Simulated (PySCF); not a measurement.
Bond length, frequency and bond energy of HgH by level of theory

State: ²Σ⁺ (doublet), unpaired electrons σ ↑. Set-up: basis Hg def2-TZVPP with ECP60, H def2-TZVPP; scalar-relativistic core potentials; PySCF 2.14. De refers to Hg + H in their ground configurations, without counterpoise correction. The functionals are run spin-unrestricted. A positive dipole means Hg(−)H(+).

```
      Level  Re (Å)  ωe (cm⁻¹)  De (eV)  μ (D)  CPU s a point (SCF and correlation, without the integrals)
        UHF   1.773       1330    0.180  -0.50                                                        0.43
    UHF-MP2   1.718       1392    0.094    n/a                                                        0.83
UHF-SCS-MP2   1.727       1396    0.116    n/a                                                         n/a
   UHF-CCSD   1.743       1395    0.393    n/a                                                         n/a
UHF-CCSD(T)   1.745       1374    0.386    n/a                                                          59
        PBE   1.787       1243    0.441  -0.22                                                        0.82
     PBEsol   1.764       1326     0.59  -0.13                                                        0.51
     revPBE   1.794       1222    0.387  -0.27                                                         0.5
     r²SCAN   1.765       1310     0.64  -0.23                                                         1.3
       PBE0   1.763       1335    0.467  -0.27                                                         1.4
    r²SCAN0   1.755       1345     0.64  -0.26                                                         1.5
     M06-2X   1.752       1360    0.459  -0.32                                                         1.6
  CAM-B3LYP   1.762       1349     0.54  -0.30                                                         1.7
```

Question: Which functional lies closest to UHF-CCSD(T) in De, which farthest, and by how much do they differ from it?

Answer: Closest is revPBE (+4.9 pm in Re, -11.1 % in ωe, +0.00 eV in De against UHF-CCSD(T) in the same basis), farthest r²SCAN (+2.0 pm in Re, -4.7 % in ωe, +0.25 eV in De). CCSD(T) converges more slowly with the basis than the functionals do and binds too weakly in this one, so the order can change at the basis-set limit.

Question: What does the step from GGA to meta-GGA do here, going from PBE to r²SCAN?

Answer: r²SCAN less PBE: -2.2 pm in Re, +5.4 % in ωe, +0.20 eV in De. 

Question: What does a quarter of exact exchange do here, going from r²SCAN to r²SCAN0?

Answer: r²SCAN0 less r²SCAN: -1.0 pm in Re, +2.7 % in ωe, +0.00 eV in De. Exact exchange removes part of the self-interaction that spreads semilocal densities, and in most molecules shortens and stiffens the bond and lowers De; so it does here.

Correlated steps freeze no core orbitals. Spin–orbit coupling is left out. The state is the lowest determinant that a PBE0 search found; another state may lie lower at other levels.

The whole job (state search and all levels along the bond) took about 10 min on 1 thread of Arm Neoverse V2 (shared host), peak memory 1.6 GiB.
